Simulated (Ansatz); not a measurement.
`B[NH][GaH2]` + `O[SiH3]` → `[SiH3][O][GaH2]` + `BN` at 298.15 K and 1 bar (ligand exchange at a Ga–N bond).

Gas-phase electronic energies from Ansatz, PBE0-D4/def2-TZVP geometries. CBS: MP2 limit from def2 TZ/QZ plus the TZ coupled-cluster correction, frozen cores. This one scheme is used for every species. For Ga outer-core shells are correlated without core-valence functions, which leaves a few kJ/mol of doubt a bond. Scalar relativity is left out up to krypton.

```tsv
species	CCSD(T)/CBS energy (Eh)	H − E (kJ/mol)	S (J/(mol·K))
`B[NH][GaH2]`	-2006.47671	151.2	298.6
`O[SiH3]`	-366.69042	113.6	257.8
`[SiH3][O][GaH2]`	-2291.24790	130.4	331.5
`BN`	-81.93499	137.2	228.1
```

H − E and S are ideal-gas, rigid-rotor, harmonic terms from PBE0-D4/def2-TZVP. 1 Eh = 2625.50 kJ/mol, R = 8.31446 J/(mol·K).

Task: By hand: ΔE, ΔH, ΔS and ΔG.

Result: ΔE = (-2291.24790) + (-81.93499) − (-2006.47671) − (-366.69042) = -0.01576 Eh = -41.4 kJ/mol. Δ(H − E) = 130.4 + 137.2 − 151.2 − 113.6 = 2.8, so ΔH = -38.6 kJ/mol. ΔS = 331.5 + 228.1 − 298.6 − 257.8 = 3.2 J/(mol·K). ΔG = -38.6 − 298.15 × (3.2)/1000 = -39.6 kJ/mol.

Task: By hand: the equilibrium constant, and the temperature at which ΔG would vanish if ΔH and ΔS stayed fixed.

Result: log₁₀ K = −ΔG/(RT ln 10) = 6.9. ΔH and −TΔS have one sign here, so there is no such temperature. One of them is within its doubt of zero, so this could turn.

The number of gas molecules stays the same, so ΔS is small and ΔH decides. A doubt of 5 kJ/mol in ΔE shifts log₁₀ K by 0.9 here. These are equilibria of isolated gas molecules and say nothing of rates. Largest T1 diagnostic: 0.014 (customary marks: 0.02 for closed shells, 0.045 for open ones).
